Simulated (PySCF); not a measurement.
# `C(C#C)=C=C(C#C)C#N`, C8H3N

Cartesian coordinates in Å; atom numbers follow the order of the lines, from 1:
```xyz
12

C     1.2661   -2.0937   -2.5152
C     0.9001   -1.8062   -1.3960
C     0.4802   -1.5017   -0.0705
C    -0.0557   -0.3608    0.2940
C    -0.5982    0.7871    0.6764
C     0.1881    1.8884    1.1452
C     0.8335    2.8323    1.5441
C    -2.0297    0.9466    0.6247
N    -3.1797    1.0815    0.5881
H     1.5872   -2.3417   -3.5103
H     0.6145   -2.2779    0.6978
H     1.4114    3.6668    1.8971
```

Computed, not measured: TDDFT CAM-B3LYP/aug-cc-pVDZ circular dichroism and optical rotation, one conformer, IEF-PCM dimethylsulfoxide (non-equilibrium linear response, no local-field factor) in PySCF. Geometry: PBE0-D3(BJ)/def2-SVP.

No stereocentre is labelled: unless the shape is locked (an allene, a helicene, a hindered biaryl), the mirror image is equally populated and a measured rotation or CD is zero.

Question: What is the specific rotation at 633, 589.3, 546, 436, 405, 365, 355 nm?

Answer: [α] in deg dm⁻¹ (g/mL)⁻¹:
| λ (nm) | origin-invariant length gauge | modified velocity gauge | length gauge (centre of mass) | isotropic polarisability (au) |
| --- | --- | --- | --- | --- |
| 633 | -154.9 | -153.1 | -155.0 | 131.1 |
| 589.3 | -186.8 | -184.7 | -186.9 | 132.5 |
| 546 | -230.2 | -227.6 | -230.4 | 134.3 |
| 436 | -459.7 | -454.8 | -460.0 | 142.3 |
| 405 | -597.9 | -591.7 | -598.2 | 146.5 |
| 365 | -908.3 | -899.3 | -908.7 | 154.7 |
| 355 | -1028.2 | -1018.1 | -1028.7 | 157.5 |

Question: And for the mirror image at 589.3 nm?

Answer: +186.8 deg dm⁻¹ (g/mL)⁻¹ (origin-invariant length gauge): the same size and the opposite sign.

Question: What is the molar rotation [Φ] = [α]·M/100 of the geometry above at 589.3 nm?

Answer: With M = 113.12 g/mol, -211.4 deg cm² dmol⁻¹ (origin-invariant length gauge).

The first excitation lies at 4.55 eV (272 nm) with R = +0.4 × 10⁻⁴⁰ esu² cm² (velocity form).
